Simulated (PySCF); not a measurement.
# Löwdin shares of the frontier orbitals

Species: CH10N2SSi3.
Structure used (GFN2-xTB), in Å, numbered top down from 1:
```xyz
17
CH10N2SSi3 angstrom
C     -2.315   -0.083    1.194
N     -1.966    0.838    0.429
Si    -0.550    1.005   -0.546
S      0.277    2.871    0.109
N      0.658   -0.225   -0.410
Si     2.290    0.145    0.119
Si     0.200   -1.874   -0.741
H     -1.737   -0.999    1.357
H     -3.251    0.008    1.740
H     -1.034    1.144   -1.913
H     -0.891    3.421    0.401
H      2.777    1.272   -0.670
H      3.070   -1.063   -0.138
H      2.263    0.452    1.550
H      1.069   -2.397   -1.792
H     -1.193   -1.846   -1.185
H      0.327   -2.657    0.490
```

Computed, not measured: TDDFT wB97X-D/def2-SVPD, vertical, gas phase, core orbitals frozen in the response (PySCF 2.14.0, density-fitted response routines).

Frontier orbitals with the atoms that hold most of them (Löwdin shares over 4%, at most four atoms; ? is withheld):

```tsv
orbital	ε (eV)	atoms
HOMO-3	-10.69	S4 48%, Si3 12%, N2 11%, C1 8%
HOMO-2	-9.90	N5 35%, N2 15%, Si3 8%, Si6 7%
HOMO-1	-9.30	?
HOMO	-9.02	N2 37%, N5 13%, S4 13%, C1 10%
LUMO	0.69	?
LUMO+1	1.41	Si7 18%, Si6 18%, S4 8%, Si3 7%
LUMO+2	1.96	Si7 30%, S4 12%, Si6 9%, H17 8%
```

Give the leading atoms of the LUMO.

C1 (bonded to N and 2 H) 39%; N2 (bonded to C and Si) 31%; Si3 (bonded to 2 N, S and H) 7%; S4 (bonded to Si and H) 6%.

Give the leading atoms of the HOMO-1.

S4 (bonded to Si and H) 65%; Si3 (bonded to 2 N, S and H) 8%; N2 (bonded to C and Si) 7%; N5 (bonded to 3 Si) 6%. By element: sulfur 65%, nitrogen 13%, silicon 8% or more.

The HOMO–LUMO gap is 9.71 eV. Where does the response calculation put the lowest singlet, and from which orbitals?

S1 is at 4.13 eV (f = 0.0005), 5.58 eV below the gap, made of HOMO→LUMO (74%), HOMO-2→LUMO (14%), HOMO-1→LUMO (8%). Without the coupling terms of the response equations the lowest excitation would equal the gap.

Give energy, strength and leading configuration of S1, S2 and S5, and follow the Löwdin shares of the leading atoms from the occupied to the empty orbital.

- S1 (4.13 eV, f 0.0005), HOMO→LUMO (74%): N2 37% → 31%, N5 13% → at most 7%, C1 10% → 39%
- S2 (5.93 eV, f 0.0064), HOMO-1→LUMO (72%): S4 65% → 6%, Si3 8% → 7%, C1 at most 6% → 39%, N2 7% → 31%
- S5 (6.54 eV, f 0.013), HOMO-2→LUMO (74%): N5 35% → at most 7%, N2 15% → 31%, C1 at most 8% → 39%

Löwdin shares depend on the basis, the more so with diffuse functions.

The run took 2.1 min wall on an Intel Xeon at 2.50 GHz with one thread, no GPU, on a shared host, and the process peaked at 1.1 GiB of memory.

One conformer stands for the species.
